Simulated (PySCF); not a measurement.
This PySCF input asks for the NMR shieldings of `C[Si]1(C(Cl)(Cl)Cl)P[SiH2]P1`, C2H7Cl3P2Si2; the geometry comes from GFN2-xTB.

```python
import basis_set_exchange as bse
import numpy as np
from pyscf import gto, dft
from pyscf.prop import nmr

atoms = """
C    -0.870796    1.668539   -1.492529
Si   -0.240048    0.263846   -0.381032
C    -1.828490   -0.588455    0.367556
Cl   -2.749046    0.606887    1.291118
Cl   -1.411636   -1.936122    1.442919
Cl   -2.832001   -1.207189   -0.951002
P     1.195043    0.917325    1.255117
Si    2.555026   -0.552037    0.174389
P     1.094213   -1.249814   -1.425317
H    -1.500773    1.279690   -2.286483
H    -0.036484    2.191621   -1.947677
H    -1.448596    2.386764   -0.919137
H     0.742485    0.007227    2.193925
H     3.053832   -1.629596    1.025913
H     3.637052    0.191238   -0.467617
H     0.632621   -2.340978   -0.710594
"""
names = dict.fromkeys(["C", "Si", "Cl", "P", "H"], "pcSseg-1")
basis = {el: gto.basis.parse(bse.get_basis(n, elements=[el], fmt="nwchem")) for el, n in names.items()}
mol = gto.M(atom=atoms, basis=basis, charge=0, verbose=0)
mf = dft.RKS(mol, xc="PBE0")
mf.grids.level = 2
mf.grids.alignment = dft.numint.BLKSIZE   # the property module wants whole blocks of grid points
mf.conv_tol = 1e-9
mf.kernel()

calc = nmr.RKS(mf)   # GIAO
C = mf.mo_coeff
Co = C[:, mf.mo_occ > 0]
resp = mf.gen_response(singlet=True, hermi=2)
def vind(x):   # induced exchange potential for any number of trial vectors
    d = np.einsum("pi,xij,qj->xpq", C, 2 * x.reshape(-1, C.shape[1], Co.shape[1]), Co, optimize=True)
    return np.einsum("xpq,pi,qj->xij", resp(d - d.transpose(0, 2, 1)), C, Co, optimize=True).ravel()
mo1, _ = nmr.rhf.solve_mo1(calc, with_cphf=vind)
sigma = calc.kernel(mo1)
for i, s in enumerate(sigma):   # ppm
    print("%2d %-2s %9.2f" % (i, mol.atom_pure_symbol(i), np.trace(s) / 3))
```

**Question.** Give the expected output.

**Answer.** 
```
 0 C     182.46
 1 Si    323.65
 2 C      71.07
 3 Cl    549.20
 4 Cl    536.13
 5 Cl    549.60
 6 P     542.64
 7 Si    426.15
 8 P     542.50
 9 H      30.89
10 H      30.99
11 H      30.89
12 H      28.57
13 H      26.92
14 H      27.17
15 H      28.57
```

These numbers come from an equivalent density-fitted implementation of the same equations, which agrees with the script to about 0.01 ppm for H and up to a few tenths of a ppm for heavy atoms, so last digits may differ.

Size and cost of the density-fitted run: 237 basis functions, 110 s wall time on 1 thread of an Arm Neoverse N1, shared host; peak memory 1.1 GiB.
